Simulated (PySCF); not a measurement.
# Atomic charges by several schemes

C7H7Cl3.
Numbering: `[CH2:1]=[CH:2]/[CH:3]=[C:4]([Cl:5])/[CH:6]=[CH:7]/[CH:8]([Cl:9])[Cl:10]` (hydrogens: H11, H12 on C1; H13 on C2; H14 on C3; H15 on C6; H16 on C7; H17 on C8)

Structure used (GFN2-xTB), in Å, numbered top down from 1:
```xyz
17
C7H7Cl3 angstrom
C     -3.9263    0.0710   -0.0701
C     -2.7361    0.3295    0.4717
C     -1.4949   -0.0096   -0.1639
C     -0.2609    0.2221    0.3300
Cl    -0.0593    0.9964    1.8646
C      0.9437   -0.1492   -0.3677
C      2.1906    0.0526    0.0684
C      3.3815   -0.3564   -0.7042
Cl     4.3543   -1.5228    0.2419
Cl     4.3932    1.0728   -1.0732
H     -4.0192   -0.4138   -1.0281
H     -4.8433    0.3354    0.4264
H     -2.6728    0.8166    1.4345
H     -1.5619   -0.4973   -1.1274
H      0.7826   -0.6311   -1.3230
H      2.3855    0.5295    1.0175
H      3.1365   -0.8339   -1.6545
```

Density: PBE0/pcSseg-1 (PySCF); schemes: Mulliken, IAO, Hirshfeld and ESP-fitted. Isolated species at its GFN2-xTB geometry (one conformer only).

Problem. For which atoms does the sign change between the 4 schemes (beyond +0.03 e in one, beyond −0.03 e in another)?

Solution. C8. Atomic charges aren't observables, and each scheme defines them in its own way.

Problem. Which atoms carry the lowest charge in the Mulliken, IAO, Hirshfeld and ESP-fitted schemes?

Solution. The schemes don't all agree: Mulliken C8 (-0.245); IAO C1 (-0.292); Hirshfeld C1 (-0.079); ESP-fitted C1 (-0.465).

Problem. What partial charge does each atom carry?

Solution. In e:

| atom | environment | Mulliken | IAO | Hirshfeld | ESP-fitted |
| --- | --- | --- | --- | --- | --- |
| C1 | terminal =CH2 carbon | -0.122 | -0.292 | -0.079 | -0.465 |
| C2 | alkene CH carbon | -0.157 | -0.140 | -0.050 | -0.030 |
| C3 | alkene CH carbon | -0.027 | -0.145 | -0.048 | -0.064 |
| C4 | vinylic C–Cl carbon | -0.166 | -0.014 | +0.018 | -0.148 |
| Cl5 | vinyl chlorine | -0.083 | -0.026 | +0.013 | -0.033 |
| C6 | alkene CH carbon | -0.013 | -0.141 | -0.050 | -0.020 |
| C7 | alkene CH carbon | -0.009 | -0.153 | -0.068 | -0.106 |
| C8 | CHCl2 carbon | -0.245 | -0.086 | +0.036 | -0.380 |
| Cl9 | alkyl chlorine | -0.050 | -0.072 | -0.058 | -0.030 |
| Cl10 | alkyl chlorine | -0.050 | -0.072 | -0.058 | -0.032 |
| H11 | vinylic hydrogen | +0.117 | +0.149 | +0.050 | +0.199 |
| H12 | vinylic hydrogen | +0.125 | +0.162 | +0.055 | +0.204 |
| H13 | vinylic hydrogen | +0.128 | +0.161 | +0.038 | +0.135 |
| H14 | vinylic hydrogen | +0.104 | +0.158 | +0.057 | +0.148 |
| H15 | vinylic hydrogen | +0.102 | +0.157 | +0.057 | +0.142 |
| H16 | vinylic hydrogen | +0.150 | +0.172 | +0.033 | +0.196 |
| H17 | methine hydrogen | +0.196 | +0.181 | +0.054 | +0.284 |

Mean size of the charges over all atoms: ESP-fitted 0.154 e, IAO 0.134 e, Mulliken 0.109 e, Hirshfeld 0.048 e. Each set sums to the total charge, 0, to within 0.001 e. The ESP scheme fits charges at the nuclei, held to the total charge, to the electrostatic potential on points at 1.4 to 2.0 times the van der Waals radii. The Hirshfeld scheme weights the molecular density at each point by an atom's share of the summed free-atom densities.

Problem. Sum the charges by element.

Solution. 
| element | atoms | Mulliken | IAO | Hirshfeld | ESP-fitted |
| --- | --- | --- | --- | --- | --- |
| C | 7 | -0.740 | -0.969 | -0.241 | -1.213 |
| Cl | 3 | -0.183 | -0.171 | -0.103 | -0.095 |
| H | 7 | +0.923 | +1.140 | +0.344 | +1.308 |

Problem. How closely do the schemes follow one another over all atoms?

Solution. Correlation coefficient and root-mean-square difference: IAO with Hirshfeld 0.89, 0.105 e; Mulliken with ESP-fitted 0.88, 0.106 e; IAO with ESP-fitted 0.85, 0.106 e; Mulliken with IAO 0.79, 0.092 e; Hirshfeld with ESP-fitted 0.59, 0.172 e; Mulliken with Hirshfeld 0.53, 0.107 e.

These values come from a run that also computed NMR shieldings. The run took 52 s on one thread of an x86-64 server, no GPU, on a shared host.
